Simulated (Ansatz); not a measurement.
C₆H₈Ge⁺, that is Ge(CCH)2Me2 with one electron fewer. The state is a doublet with charge 1. Geometry PBE0-D4/def2-SVP; atoms count from 1.

```
atom    x (Å)    y (Å)    z (Å)
 Ge1  -0.2303  -0.1613  -0.0207
  C2   0.0737  -1.0331   1.5978
  C3   0.3243  -1.6081   2.6471
  H4   0.5269  -2.1218   3.5759
  C5  -1.4090   1.2726   0.1407
  C6  -2.1505   2.2418   0.2138
  H7  -2.8206   3.0868   0.2835
  C8  -0.3339  -1.2370  -1.6176
  H9  -0.3581  -0.5893  -2.5037
 H10  -1.2722  -1.8108  -1.5506
 H11   0.5193  -1.9266  -1.6597
 C12   1.6354   0.8910  -0.2545
 H13   2.3428   0.0550  -0.3147
 H14   1.6986   1.5043   0.6512
 H15   1.4535   1.4366  -1.1883
```

Problem. Estimate the Mulliken populations from the PBE0/def2-TZVP orbitals of Ansatz.

Solution. 
```json
{"atom": "Ge1", "charge (e)": "0.23", "spin (α − β)": "0.03"}
{"atom": "C2", "charge (e)": "0.04", "spin (α − β)": "0.04"}
{"atom": "C3", "charge (e)": "-0.14", "spin (α − β)": "0.15"}
{"atom": "H4", "charge (e)": "0.24", "spin (α − β)": "-0.01"}
{"atom": "C5", "charge (e)": "0.04", "spin (α − β)": "0.04"}
{"atom": "C6", "charge (e)": "-0.14", "spin (α − β)": "0.15"}
{"atom": "H7", "charge (e)": "0.24", "spin (α − β)": "-0.01"}
{"atom": "C8", "charge (e)": "-0.34", "spin (α − β)": "0.08"}
{"atom": "H9", "charge (e)": "0.19", "spin (α − β)": "0.00"}
{"atom": "H10", "charge (e)": "0.20", "spin (α − β)": "0.01"}
{"atom": "H11", "charge (e)": "0.19", "spin (α − β)": "0.00"}
{"atom": "C12", "charge (e)": "-0.35", "spin (α − β)": "0.53"}
{"atom": "H13", "charge (e)": "0.21", "spin (α − β)": "0.00"}
{"atom": "H14", "charge (e)": "0.22", "spin (α − β)": "0.00"}
{"atom": "H15", "charge (e)": "0.21", "spin (α − β)": "0.00"}
```
Mulliken values depend strongly on the basis.

Problem. Where does the spin sit?

Solution. Summed by element: Ge 0.03, C 0.99, H -0.01, of 1 unpaired in all. Largest on single atoms: C12 0.53, C6 0.15, C3 0.15.

Problem. And the Mayer bond orders between heavy atoms (over 0.3)?

Solution. Ge1–C2 0.96 (1.86 Å); Ge1–C5 0.96 (1.86 Å); Ge1–C8 1.02 (1.93 Å); Ge1–C12 0.64 (2.15 Å); C2–C3 2.79 (1.22 Å); C5–C6 2.79 (1.22 Å).
